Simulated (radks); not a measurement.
These are the eigenvalues of the occupied orbitals of an atom or ion with whole-number occupations (Ry). All-electron calculation, scalar-relativistic Kohn-Sham, PBE, spin-unpolarised, spherical densities, finite nucleus; Fermi nuclear charge, rms radius of each element as measured or else 0.836 A^(1/3) + 0.57 fm. Program: a radial shooting solver on a logarithmic mesh with Libxc functionals.

orbital  eigenvalue
1s        -4953.020
2s        -853.6235
2p        -748.6186
3s        -197.9490
3p        -166.7025
3d        -130.1990
4s        -42.83347
4p        -32.58140
4d        -19.44503
5s         -8.44336
5p         -5.92602
4f         -4.92290
5d         -3.02445

Which element is it, and in what charge state? The configuration may be excited.

Answer. Z = 73, tantalum, charge +4: Ta4+ in [Xe] 4f14 5d1. The list shows which subshells hold electrons but not how many an open one holds; the 1s level, -2476.5 hartree, gives Z - s = 70.4 by -(Z - s)^2/2, which with screening and relativity narrows Z to a few neighbours, and the depths of the outer levels then fix element, charge and occupations together.
